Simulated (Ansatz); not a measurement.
`[F][AlH][Br]` and `C[O][Al]([F])[Br]` differ in one atom or group.

Ansatz, PBE0-D4/def2-TZVP geometries, multiplicity 1. Each molecule was computed in one conformer, which needn't be the lowest.

Scalar relativity is left out up to krypton.

| property | `[F][AlH][Br]` |
| --- | --- |
| LUMO energy (B3LYP/def2-TZVPP) / eV | -1.51 |
| LUMO energy (PBE0/def2-TZVPP) / eV | -1.29 |
| HOMO energy (PBE0/def2-TZVPP) / eV | -8.88 |
| size of the dipole moment (PBE/def2-TZVPP) / D | 1.09 |
| HOMO–LUMO gap (PBE/def2-TZVPP) / eV | 5.54 |
| HOMO–LUMO gap (PBE0/def2-TZVPP) / eV | 7.60 |

(1) What does the change do to each property? (Estimate.)

Answers

(1) Computed: 
```csv
property,`C[O][Al]([F])[Br]`,shift
LUMO energy (B3LYP/def2-TZVPP) / eV,-1.30,0.21
LUMO energy (PBE0/def2-TZVPP) / eV,-1.00,0.29
HOMO energy (PBE0/def2-TZVPP) / eV,-8.67,0.21
size of the dipole moment (PBE/def2-TZVPP) / D,1.97,0.88
HOMO–LUMO gap (PBE/def2-TZVPP) / eV,5.27,-0.27
HOMO–LUMO gap (PBE0/def2-TZVPP) / eV,7.66,0.06
```

With PBE0 the HOMO rises by 0.21 eV and the LUMO rises by 0.29 eV, so the gap widens by about 0.08 eV. PBE moves the HOMO by 0.45 eV and ωB97M-V by 0.08 eV. The zero-point energy changes by 93.9 kJ/mol with +12 modes. Dipoles are sizes alone; their direction can turn.

B3LYP here is the variant with VWN-RPA as its local correlation; programs differ in this.

Spin–orbit coupling is left out; it splits and shifts lone-pair levels of the heavy atoms by tenths of an eV.
